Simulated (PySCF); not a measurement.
Computed with PySCF (xtb for GFN2) and rigid-rotor harmonic-oscillator thermochemistry at 1 bar. The comparison is the NASA 1993 polynomial table, which mixes measured and estimated data. S°(298 K) at PBE0/def2-TZVP differs from the NASA 1993 table for ZrO₂ (-6 J/mol/K); whether the harmonic model or the table's entry is off was not settled. All species are closed-shell singlets. The harmonic model lacks anharmonicity and excited electronic states, which grow with temperature; levels with a mode under 35 cm⁻¹ are left out. The table's entry may be an old estimate for ZrO₂ (not checked at source).

Harmonic frequencies at GFN2-xTB (cm⁻¹): 241, 728, 755. Point group C2v; S°(298 K) = 271.2 J/mol/K at this level.

Problem. Work out Cp and S° of gaseous ZrO₂ at 500, 800, 1200, 1600, 2000 K from these, and set them beside the table.

Solution. 
```csv
T (K),Cp GFN2-xTB,Cp table,S° GFN2-xTB,S° table
500,52.8,51.8,297.1,299.1
800,55.8,55.3,322.7,324.3
1200,57.1,56.7,345.6,347.1
1600,57.6,57.4,362.1,363.5
2000,57.8,57.7,374.9,376.3
```
Units J/mol/K.
